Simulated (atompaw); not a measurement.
# PBE PAW (atompaw) dataset for sulfur, scalar-relativistic all-electron reference.

```
Element                 : S
Generator               : atompaw 4.2.0.5
Type                    : PAW
Functional              : PBE
Relativity              : scalar-relativistic
Frozen core             : [Ne]
Valence charge          : 6
Reference configuration : 3s2 3p4
Partial waves           : 3s (bound): rc 1.50 bohr; 3s channel at 2.55 Ry: rc 1.50 bohr; 3p (bound): rc 1.35 bohr; 3p channel at 2.3 Ry: rc 1.50 bohr
Local potential         : bessel scheme, radius 1.40 bohr
Core correction         : smooth core density matched at 1.35 bohr
Augmentation charge     : sinc compensation charge, radius 1.10 bohr; PAW radius 1.50 bohr; waves and projectors: custom rrkj gramschmidtortho
```

Calculated quality:

```json
{
  "Cutoffs needed": "15 Ry and 30 Ry (the cutoffs (Ry, on a coarse ladder) from which the occupation-weighted sum of valence levels, in a spherical-Bessel basis at the reference potential, stays within 10 and 1 mRy of its value at 400 Ry)",
  "Ghost test": "no extra level below or beside the all-electron valence levels (s, p, d, f tested) (spherical-Bessel basis up to 400 Ry, 20 bohr box)",
  "Lowest eigenvalue of the overlap operator": "0.46 (s channel)",
  "Overlap eigenvalues printed by atompaw (projector basis)": "0.124, 0.351, 1.4, 3.91",
  "Warning": "the pseudo core plus compensation charge is negative at some radii, so no UPF file was written",
  "Share of each valence orbital outside the PAW sphere": "3s 57 %, 3p 71 %"
}
```

Generation and tests took about 1.1 s on one core of a shared server CPU.
